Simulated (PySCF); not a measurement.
Job file and geometry (Å, from PBE0-D3(BJ)/def2-SVP) of an NMR shielding run on `InChI=1S/C6H14P2/c1-6(2)8-5-4-7-3/h4-8H,1-3H3/b5-4-`, GIAO PBE0/pcSseg-1 NMR shielding, non-relativistic, gas phase in PySCF 2.14.0, density-fitted response routines; density fitting, a coarse starting grid and PySCF grid level 2 are the driver's defaults:

```
$ OMP_NUM_THREADS=1 python probes_run.py task.json out

{"job": {"kind": "nmr", "xc": "PBE0", "basis": "pcSseg-1"}, "charge": 0, "multiplicity": 1}
C      3.330756     0.890276    -0.390927
P      2.057405     0.145405    -1.518325
C      1.383465    -1.200851    -0.463169
C      0.554128    -1.014052     0.576206
P     -0.021601     0.652542     1.079942
C     -1.813917     0.599409     0.515414
C     -2.607573    -0.604539     1.002808
C     -1.864462     0.742968    -1.001846
H      3.964579     1.568520    -0.981994
H      3.960166     0.138975     0.105862
H      2.803919     1.485055     0.369108
H      2.942854    -0.693358    -2.261505
H      1.646000    -2.229338    -0.742805
H      0.199505    -1.894490     1.126035
H     -0.260949     0.341936     2.454055
H     -2.237679     1.514460     0.968405
H     -3.661406    -0.527781     0.686442
H     -2.208224    -1.540314     0.580904
H     -2.591819    -0.691746     2.099985
H     -1.327756     1.638928    -1.347382
H     -2.908248     0.810930    -1.349006
H     -1.404229    -0.128552    -1.494762
```

**Question.** Write the output of this run.

**Answer.** 
```
coarse grid: 18448 points
cycle   1  E = -919.0230240604  dE =  4.744e-01  |g| = 4.398e-01  |ddm| = 4.108e+00
cycle   2  E = -919.0066901679  dE =  1.633e-02  |g| = 5.062e-01  |ddm| = 8.671e-01
cycle   3  E = -919.0746898014  dE = -6.800e-02  |g| = 5.132e-02  |ddm| = 5.215e-01
cycle   4  E = -919.0751804913  dE = -4.907e-04  |g| = 3.058e-02  |ddm| = 9.298e-02
cycle   5  E = -919.0753964963  dE = -2.160e-04  |g| = 9.802e-03  |ddm| = 3.184e-02
cycle   6  E = -919.0754200950  dE = -2.360e-05  |g| = 2.968e-03  |ddm| = 1.137e-02
cycle   7  E = -919.0754221743  dE = -2.079e-06  |g| = 5.658e-04  |ddm| = 2.886e-03
final grid: 166312 points
cycle   8  E = -919.1266860238  dE = -4.176e-05  |g| = 9.574e-03  |ddm| = 3.856e-02
cycle   9  E = -919.1266726661  dE =  1.336e-05  |g| = 1.197e-02  |ddm| = 1.819e-02
cycle  10  E = -919.1267097912  dE = -3.713e-05  |g| = 7.877e-04  |ddm| = 1.122e-02
cycle  11  E = -919.1267099263  dE = -1.352e-07  |g| = 3.608e-04  |ddm| = 1.149e-03
cycle  12  E = -919.1267099571  dE = -3.072e-08  |g| = 1.042e-04  |ddm| = 3.673e-04
cycle  13  E = -919.1267099597  dE = -2.651e-09  |g| = 3.578e-05  |ddm| = 1.340e-04
cycle  14  E = -919.1267099600  dE = -3.226e-10  |g| = 5.974e-06  |ddm| = 3.951e-05
converged SCF energy = -919.1267099600

GIAO shielding tensors (ppm)
atom      isotropic    diamagn.    paramagn.     s11        s22        s33       span
  0 C      176.436     251.438     -75.002    155.894    183.408    190.007     34.113
  1 P      413.458     966.333    -552.875    331.085    422.283    487.006    155.920
  2 C       23.785     261.011    -237.226   -101.832     15.969    157.219    259.051
  3 C       42.044     262.681    -220.637    -79.633     38.851    166.913    246.546
  4 P      387.004     968.620    -581.615    339.746    362.873    458.394    118.648
  5 C      155.052     251.785     -96.733    150.435    151.232    163.490     13.054
  6 C      159.688     247.390     -87.702    134.188    160.299    184.578     50.390
  7 C      163.321     248.321     -85.000    145.888    160.646    183.428     37.539
  8 H       30.572      27.346       3.226     25.906     27.077     38.733     12.827
  9 H       29.806      28.794       1.012     25.235     27.508     36.675     11.439
 10 H       29.129      30.750      -1.621     23.575     29.410     34.401     10.826
 11 H       27.514      29.631      -2.117     22.911     26.424     33.207     10.296
 12 H       23.582      32.017      -8.435     21.308     22.814     26.625      5.316
 13 H       24.139      33.430      -9.291     21.610     23.468     27.338      5.728
 14 H       27.634      31.976      -4.342     23.641     26.294     32.967      9.327
 15 H       29.673      32.134      -2.462     26.236     27.192     35.590      9.354
 16 H       30.074      28.550       1.524     25.292     27.600     37.330     12.039
 17 H       29.931      30.971      -1.040     25.666     30.050     34.078      8.412
 18 H       30.128      29.963       0.165     25.579     28.040     36.765     11.186
 19 H       29.818      30.244      -0.425     25.420     28.020     36.015     10.596
 20 H       30.265      29.521       0.744     25.589     27.829     37.377     11.789
 21 H       30.142      31.618      -1.475     26.249     30.231     33.947      7.698
```

Size and cost of the density-fitted run: 220 basis functions, 87 s wall time on 1 thread of an Arm Neoverse N1, shared host; peak memory 1.1 GiB.
